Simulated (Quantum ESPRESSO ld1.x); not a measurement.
Question: These are the eigenvalues of the occupied orbitals of an atom or ion with whole-number occupations (hartree). Method: scalar-relativistic Kohn-Sham, LDA (Slater exchange, Perdew-Zunger correlation), spin-polarised, spherical densities, point nucleus; computed with ld1.x of Quantum ESPRESSO 7.5.

| orbital | eigenvalue |
|---|---|
| 1s up | -2797.5042 |
| 1s down | -2797.5040 |
| 2s up | -490.8704 |
| 2s down | -490.8571 |
| 2p up | -426.8025 |
| 2p down | -426.7913 |
| 3s up | -116.1288 |
| 3s down | -116.1222 |
| 3p up | -97.4001 |
| 3p down | -97.3931 |
| 3d up | -76.7620 |
| 3d down | -76.7518 |
| 4s up | -26.1210 |
| 4s down | -26.1072 |
| 4p up | -19.9766 |
| 4p down | -19.9628 |
| 4d up | -12.4337 |
| 4d down | -12.4172 |
| 5s up | -5.3692 |
| 5s down | -5.2739 |
| 4f up | -4.0441 |
| 4f down | -4.0192 |
| 5p up | -3.7625 |
| 5p down | -3.6470 |
| 5d up | -1.9163 |

Which element is it, and in what charge state? The configuration may be excited. Open shells, if any, are filled with parallel spins first.

Answer: Z = 77, iridium, charge +4: Ir4+ in [Xe] 4f14 5d5. The list shows which subshells hold electrons but not how many an open one holds; the 1s level, -2797.5 hartree, gives Z - s = 74.8 by -(Z - s)^2/2, which with screening and relativity narrows Z to a few neighbours, and the depths of the outer levels then fix element, charge and occupations together.
